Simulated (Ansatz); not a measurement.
`F[SiH2]N[SiH2][SiH3]` + `BC[SiH2]Cl` → `BC([SiH3])[SiH2]Cl` + `F[SiH2]N[SiH3]`  (formal exchange of groups at the Si–Si bond)

Program: Ansatz. Geometries: PBE0-D4/def2-TZVP. ΔE: electronic, gas phase. CCSD(T)/CBS is the MP2 limit (def2-TZVPP, def2-QZVPP) plus CCSD(T) − MP2 in def2-TZVPP, frozen cores. This one scheme is used for every species. Functionals use def2-TZVPP. Each species was taken in one conformer, which may not be the lowest.

```json
{"level": "r2SCAN-D4", "ΔE (kJ/mol)": "-14.4"}
{"level": "HF/def2-TZVPP", "ΔE (kJ/mol)": "-15.5"}
```

Task: What does CCSD(T)/CBS give? (Estimate.)

Result: Computed: -21.2 kJ/mol. The listed levels differ from it by 6.8, 5.7 kJ/mol.

Largest T1 diagnostic among the species: 0.012.

The D4 term adds −6.1 kJ/mol with B3LYP and −3.1 kJ/mol with PBE0; it sums over pairs of atoms, weighted by their polarisabilities, and B3LYP, whose exchange is more repulsive, gets the larger term. From PBE to PBE0 (25 % exact exchange), in def2-TZVPP and without D4, ΔE moves by −4.5 kJ/mol.

B3LYP here is the variant with VWN-RPA as its local correlation; programs differ in this.
